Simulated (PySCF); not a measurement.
**Exercise with solution: refractive index and permittivity of the vapour**

MoO2Cl, SMILES [O]=[Mo](=[O])[Cl] (connectivity only; charge and spin as stated), neutral, multiplicity 2.

The structure is a stationary point at r2SCAN-D4/def2-SVP. A frequency run showed that this geometry is not a minimum. The multiplicity is an assumed one; other spin states were not compared. The isomer is the one that the SMILES or the coordinates give; other isomers of the formula were not compared. The def2 effective core potentials stand for the cores of Mo; spin–orbit coupling is left out.

PBE/def2-TZVPD (PySCF) gives a mean static polarisability of 60.9 bohr³ and a dipole moment of 1.17 D. Take an ideal gas at 298.15 K and 1 bar, whether or not the substance is that volatile.

Q: Work out n − 1 in the optical limit and the static ε − 1.

A: 
Polarisability volume α' = 60.9 × 0.148185 = 9.02 Å³. Number density N = p/kT = 2.43e-5 Å⁻³.
Dilute limit of Lorentz–Lorenz: n − 1 = 2π N α' = 0.0014.
Orientation term of Debye: μ²/(3kT) = 8.098 Å³ × μ²(D²) = 11.09 Å³.
ε − 1 = 4π N (α' + μ²/3kT) = 0.0061. Orientation of the dipole supplies 55 % of the static response; it can't follow optical fields. Vibrational polarisation and dispersion are left out.
